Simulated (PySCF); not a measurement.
# Vertical excitation energies

Compound: C₄H₁₂Ge₂.
Numbering: `[CH2:1]=[CH:2][CH2:3][CH:4]([GeH3:5])[GeH3:6]` (hydrogens: H7, H8 on C1; H9 on C2; H10, H11 on C3; H12 on C4; H13, H14, H15 on Ge5; H16, H17, H18 on Ge6)

Computed, not measured: TDDFT wB97X-D/def2-SVPD, vertical, gas phase, core orbitals frozen in the response in PySCF 2.14.0, density-fitted response routines. The structure is a single PBE0-D3(BJ)/def2-SVP conformer in the gas phase; no vibrational or solvent corrections. The wB97X-D/def2-SVPD calculation is non-relativistic and has no spin–orbit coupling, an omission that weighs most on germanium. Torsions of this conformer, `[CH2:1]=[CH:2][CH2:3][CH:4]([GeH3:5])[GeH3:6]`: C1–C2–C3–C4 -115°, C2–C3–C4–Ge5 -60°.

Q: List the vertical singlet excitations with oscillator strengths and describe the spectrum.

A: 

| state | E (eV) | λ (nm) | ν̃ (cm⁻¹) | f | \|μ\| (D) | main configurations (H = HOMO, L = LUMO) |
| --- | --- | --- | --- | --- | --- | --- |
| S1 | 7.27 | 170.6 | 58630 | 0.417 | 3.89 | H→L (55%), H→L+1 (22%), H-1→L (10%) |
| S2 | 7.46 | 166.1 | 60190 | 0.189 | 2.59 | H-1→L (38%), H→L+1 (25%), H→L+3 (17%) |
| S3 | 7.50 | 165.4 | 60460 | 0.040 | 1.18 | H-1→L (25%), H→L (18%), H→L+5 (15%) |
| S4 | 7.78 | 159.3 | 62790 | 0.028 | 0.98 | H-1→L+1 (37%), H-1→L+3 (15%) |
| S5 | 7.96 | 155.7 | 64210 | 0.287 | 3.08 | H-1→L+1 (19%), H-1→L+2 (16%), H-1→L+3 (11%) |
| S6 | 8.04 | 154.3 | 64820 | 0.0071 | 0.48 | H-2→L (29%), H→L+2 (28%), H→L+6 (10%) |
| S7 | 8.10 | 153.1 | 65310 | 0.014 | 0.68 | H-2→L (30%), H→L+6 (16%), H→L+5 (9%) |
| S8 | 8.19 | 151.3 | 66090 | 0.050 | 1.27 | H-1→L+4 (54%), H→L+4 (13%) |
| S9 | 8.29 | 149.5 | 66900 | 0.029 | 0.95 | H→L+6 (14%), H→L+2 (12%), H-1→L+2 (10%) |
| S10 | 8.36 | 148.4 | 67390 | 0.041 | 1.14 | H-2→L+1 (19%), H-1→L+3 (8%) |

Triplets, Tamm–Dancoff:

| state | E (eV) | λ (nm) | main configurations (H = HOMO, L = LUMO) |
| --- | --- | --- | --- |
| T1 | 4.49 | 276.2 | H→L+1 (33%), H→L (32%), H→L+3 (19%) |
| T2 | 7.06 | 175.7 | H-1→L (47%), H-1→L+1 (20%), H→L (10%) |
| T3 | 7.42 | 167.0 | H-1→L+1 (21%), H→L (20%), H→L+1 (14%) |
| T4 | 7.50 | 165.3 | H-1→L+3 (25%), H-1→L+2 (24%) |

The lowest singlet lies at 7.27 eV (171 nm, vacuum ultraviolet) and is strong; its leading configuration is HOMO→LUMO (55%). The lowest level is also the most intense of those listed (f = 0.417). Löwdin shares by element: HOMO carbon 82% (atoms not listed hold the other 18%); LUMO germanium 35%, carbon 24% or more (atoms not listed hold the other 41%). Of the 10 states listed, 9 reach f = 0.01 and none stays under 0.0005. Weighted by f, the mean energy of these states is 7.63 eV. The oscillator strengths of these states sum to 1.103; summed over the whole spectrum of an exact calculation they would give the number of electrons, 100 (Thomas–Reiche–Kuhn). The vertical ionisation energy (ΔSCF) is 9.53 eV, 1.17 eV above S10. Singlets were solved by full linear response, triplets in the Tamm–Dancoff approximation.

On one thread, Arm Neoverse V2 (aarch64), shared host, this took 4.3 min wall and 1.4 GiB of memory at its peak.
